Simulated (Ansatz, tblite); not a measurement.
Spin states of the cluster Al₃B⁻, each relaxed with B3LYP-D4/def2-TZVPD in Ansatz. Electronic energies in the gas phase.

The xTB rows come from tblite. Correlated methods freeze 16 core orbitals. The structure comes from a short search, and lower isomers may exist.

Doublet geometry (Cs within 0.1 Å):

```xyz
4

B    -0.273    0.033   -0.015
Al   -0.054    1.735    1.118
Al    0.388   -1.565    0.943
Al   -0.061   -0.202   -2.046
```

Quartet geometry (C2v within 0.1 Å):

```xyz
4

B     0.101   -0.315    0.605
Al   -0.562   -1.921   -0.483
Al   -0.222    0.656   -1.252
Al    0.683    1.580    1.130
```

⟨S²⟩: doublet 0.79 at PBE0-D4/def2-TZVPD (pure 0.75), quartet 3.77 at PBE0-D4/def2-TZVPD (pure 3.75).

Run but left out: HF/STO-3G (doublet: a determinant that CCSD turns far, T1 0.116); HF/def2-TZVPD, HF/def2-TZVPPD, PBE-QIDH/def2-TZVPD, MP2/def2-TZVPD, MP2/def2-TZVPPD, CCSD/def2-TZVPPD, CCSD(T)/def2-TZVPPD (doublet: ⟨S²⟩ 0.93 to 1.43, where a pure state has 0.75).

Only these spin states were relaxed. The quartet has other bonds than the doublet, so the gap mixes isomer and spin.

```json
{"level": "GFN2-xTB", "quartet − doublet (kJ/mol)": "58.3", "lowest of these": "doublet", "remarks": "–"}
{"level": "PBE-D4/def2-TZVPD", "quartet − doublet (kJ/mol)": "19.8", "lowest of these": "doublet", "remarks": "HOMO above zero (quartet)"}
{"level": "B97M-V/def2-TZVPD", "quartet − doublet (kJ/mol)": "19.0", "lowest of these": "doublet", "remarks": "HOMO above zero (quartet)"}
{"level": "r2SCANh-D4/def2-TZVPD", "quartet − doublet (kJ/mol)": "-0.8", "lowest of these": "tie", "remarks": "spin-contaminated (⟨S²⟩ 0.84) (doublet)"}
{"level": "RPA@PBE/def2-TZVPD", "quartet − doublet (kJ/mol)": "28.8", "lowest of these": "doublet", "remarks": "–"}
```

Q: Estimate the rows for BLYP-D4/def2-TZVPD, r2SCAN-D4/def2-TZVPD, PBE0-D4/def2-TZVPD, B2PLYP/def2-TZVPD.

A: 
| level | quartet − doublet (kJ/mol) | lowest of these | remarks |
| --- | --- | --- | --- |
| BLYP-D4/def2-TZVPD | 60.5 | doublet | HOMO above zero (doublet), HOMO above zero (quartet) |
| r2SCAN-D4/def2-TZVPD | -2.1 | quartet | – |
| PBE0-D4/def2-TZVPD | 17.5 | doublet | – |
| B2PLYP/def2-TZVPD | 23.3 | doublet | spin-contaminated (⟨S²⟩ 0.83) (doublet) |

The xTB methods have no spin-polarisation term.
